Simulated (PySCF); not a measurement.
This PySCF input asks for the NMR shieldings of SMILES CC[C@@](CO)(OC)O[SiH3], C₅H₁₄O₃Si; the geometry comes from GFN2-xTB.

```python
import basis_set_exchange as bse
import numpy as np
from pyscf import gto, dft
from pyscf.prop import nmr

atoms = """
C    -2.009863   -1.130580    1.119441
C    -1.556998    0.173727    0.475855
C    -0.181319    0.063651   -0.201360
C    -0.126453   -1.052140   -1.260420
O     1.124170   -1.044809   -1.884009
O     0.123983    1.231398   -0.953761
C     0.281503    2.425318   -0.214815
O     0.775942   -0.147938    0.769075
Si    2.331856   -0.609927    0.578857
H    -2.268677   -1.871571    0.367791
H    -1.215983   -1.526275    1.747756
H    -2.886088   -0.951042    1.737956
H    -1.476465    0.940291    1.248678
H    -2.280011    0.507992   -0.270814
H    -0.937069   -0.900969   -1.984112
H    -0.229187   -2.023302   -0.777708
H     1.267435   -0.148773   -2.216358
H     0.846132    2.243669    0.702216
H     0.839313    3.104512   -0.857386
H    -0.688778    2.869750    0.027450
H     2.725004   -0.364859    1.966654
H     3.067930    0.257767   -0.340086
H     2.468869   -2.018906    0.229179
"""
names = dict.fromkeys(["C", "O", "Si", "H"], "pcSseg-1")
basis = {el: gto.basis.parse(bse.get_basis(n, elements=[el], fmt="nwchem")) for el, n in names.items()}
mol = gto.M(atom=atoms, basis=basis, charge=0, verbose=0)
mf = dft.RKS(mol, xc="PBE0")
mf.grids.level = 2
mf.grids.alignment = dft.numint.BLKSIZE   # the property module wants whole blocks of grid points
mf.conv_tol = 1e-9
mf.kernel()

calc = nmr.RKS(mf)   # GIAO
C = mf.mo_coeff
Co = C[:, mf.mo_occ > 0]
resp = mf.gen_response(singlet=True, hermi=2)
def vind(x):   # induced exchange potential for any number of trial vectors
    d = np.einsum("pi,xij,qj->xpq", C, 2 * x.reshape(-1, C.shape[1], Co.shape[1]), Co, optimize=True)
    return np.einsum("xpq,pi,qj->xij", resp(d - d.transpose(0, 2, 1)), C, Co, optimize=True).ravel()
mo1, _ = nmr.rhf.solve_mo1(calc, with_cphf=vind)
sigma = calc.kernel(mo1)
for i, s in enumerate(sigma):   # ppm
    w = np.linalg.eigvalsh((s + s.T) / 2)
    print("%2d %-2s iso %8.1f  s11 %8.1f  s22 %8.1f  s33 %8.1f" % (i, mol.atom_pure_symbol(i), w.mean(), *w))
```

Q: What does it print?

A: 
```
 0 C  iso    177.0  s11    169.2  s22    175.0  s33    186.7
 1 C  iso    155.1  s11    136.8  s22    153.5  s33    174.9
 2 C  iso     85.4  s11     67.4  s22     85.3  s33    103.4
 3 C  iso    116.6  s11     93.1  s22    114.8  s33    141.8
 4 O  iso    311.9  s11    266.6  s22    319.5  s33    349.5
 5 O  iso    270.0  s11    201.5  s22    257.0  s33    351.7
 6 C  iso    137.2  s11    109.2  s22    118.3  s33    184.1
 7 O  iso    288.0  s11    241.6  s22    294.2  s33    328.3
 8 Si iso    396.5  s11    355.4  s22    370.4  s33    463.7
 9 H  iso     31.0  s11     25.8  s22     29.9  s33     37.1
10 H  iso     30.6  s11     25.4  s22     30.8  s33     35.5
11 H  iso     30.7  s11     25.6  s22     27.7  s33     38.7
12 H  iso     29.7  s11     24.4  s22     31.1  s33     33.7
13 H  iso     30.4  s11     25.7  s22     29.8  s33     35.8
14 H  iso     27.9  s11     22.6  s22     28.5  s33     32.6
15 H  iso     27.9  s11     23.1  s22     28.9  s33     31.6
16 H  iso     29.6  s11     19.5  s22     29.0  s33     40.2
17 H  iso     28.0  s11     23.4  s22     27.0  s33     33.5
18 H  iso     28.2  s11     23.8  s22     25.8  s33     35.0
19 H  iso     28.3  s11     23.3  s22     26.4  s33     35.2
20 H  iso     27.0  s11     22.6  s22     25.3  s33     33.0
21 H  iso     26.9  s11     23.5  s22     25.1  s33     32.0
22 H  iso     26.7  s11     22.8  s22     25.1  s33     32.3
```

These numbers come from an equivalent density-fitted implementation of the same equations, which agrees with the script to about 0.01 ppm for H and up to a few tenths of a ppm for heavy atoms, so last digits may differ.

Q: Turn these shieldings into chemical shifts. Referencing at the same level of theory: ¹³C (σref 186.93) and ²⁹Si (σref 349.16) and ¹H (σref 31.72) vs TMS; ¹⁷O (σref 336.08) vs H2O.

A: Averaging equivalent atoms: C 2: 101.5; C 3: 70.4; C 6: 49.7; C 1: 31.9; C 0: 9.9; O 5: 66.0; O 7: 48.1; O 4: 24.2; Si 8: -47.4; H 20/21/22: 4.86; H 15: 3.86; H 14: 3.83; H 17/18/19: 3.54; H 16: 2.15; H 12: 1.98; H 13: 1.31; H 9/10/11: 0.98 ppm. Experimental scales use liquid or dissolved standards, which lie at an offset from isolated H2O (liquid H2O: subtract about 36 ppm).

Size and cost of the density-fitted run: 230 basis functions, 120 s wall time on 1 thread of an Arm Neoverse N1, shared host; peak memory 1.1 GiB.
